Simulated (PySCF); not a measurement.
# An isoelectronic set: 58 electrons

PBE in PySCF with def2-TZVPPD on every atom (core potentials on In, Sn, Sb), for the lowest determinant that a PBE0 search found; no spin–orbit coupling. All have 58 electrons, 10 of them in the valence shells, and the same state, a singlet (closed shell). For ions De leads to the atom and ion picked by measured ionisation energies and electron affinities.

```csv
species,difference of nuclear charges,Re (Å),ωe (cm⁻¹),k (mdyn/Å),De (eV),dissociates to
InO⁻,41,1.945,640,3.39,4.55,In + O⁻
SnN⁻,43,1.898,782,4.52,4.45,Sn⁻ + N
InF,40,2.026,493,2.33,5.81,In + F
SnO,42,1.848,803,5.36,6.19,Sn + O
SbN,44,1.833,903,6.02,4.21,Sb + N
SnF⁺,41,1.902,648,4.06,5.51,Sn⁺ + F
SbO⁺,43,1.784,916,6.99,5.89,Sb⁺ + O
```

Question: Which member of the whole set has the stiffest bond, and how does it compare with the softest?

Answer: SbO⁺ with k = 6.99 mdyn/Å, 3.0 times that of InF.

Spin–orbit coupling is left out, which matters for elements this heavy, above all for dissociation energies. For an ion De counts to the pair picked by the measured ionisation energies or electron affinities, which need not be the lowest pair at this level. The highest Kohn–Sham level is positive in some of these anions. Much of that is self-interaction error, but it also means that the finite basis helps to hold the extra electron.
